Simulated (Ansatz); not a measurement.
Cost and result up the ladder for the cluster Te4Pb2 (6 atoms). Charge 0, multiplicity 1. Geometry: PBE-D4/def2-SVP.

Cartesian coordinates in Å:
```
Pb 1.143 0.695 -1.482
Pb -0.510 -1.795 0.709
Te 1.204 0.654 1.651
Te -1.911 0.574 -0.789
Te -1.210 2.102 1.476
Te 1.283 -2.229 -1.566
```

Ansatz on 4 threads of Arm Neoverse V1 on a shared host. Times are rough, and most runs start from the orbitals of an earlier one. PBE0-D4/def2-TZVP serves as the yardstick here, not as an exact answer. Differences are given only for rows in sets of like size (and for xTB, whose basis is part of the method), since another set adds its own error. Binding counts from free atoms at the same level (Pb triplet, Te triplet; other spins of the atoms weren't run), without zero-point energy or a counterpoise term.

In the def2 sets Pb, Te take a core potential; there is no spin–orbit coupling. HSE06 is defined as in plane-wave codes, on full-range PBE exchange. Correlated methods freeze 24 core orbitals; core or outer-core shells of Pb, Te are correlated, in sets that lack core-valence functions. The rows differ in basis, and correlated rows in double-zeta sets carry the largest basis error. Another isomer (singlet) lies 0.05 eV lower at PBE0-D4/def2-TZVP; other spin states weren't run for this one.

Correlated methods converge slowly with the basis, most of all in double-zeta sets.

```csv
level,functions,wall time,binding energy per atom (eV),difference from PBE0-D4/def2-TZVP (eV)
BLYP-D4/def2-TZVP,300,8 s,2.51,0.06
PBE-D4/def2-TZVP (with forces),300,9 s,2.62,0.17
r2SCAN-D4/def2-TZVP,300,18 s,2.40,-0.06
HSE06-D4/def2-TZVP,300,19 s,2.46,0.01
PBE0-D4/def2-TZVP,300,21 s,2.45,0.00
CCSD(T)/def2-SVP,156,2.8 min,1.97,–
```
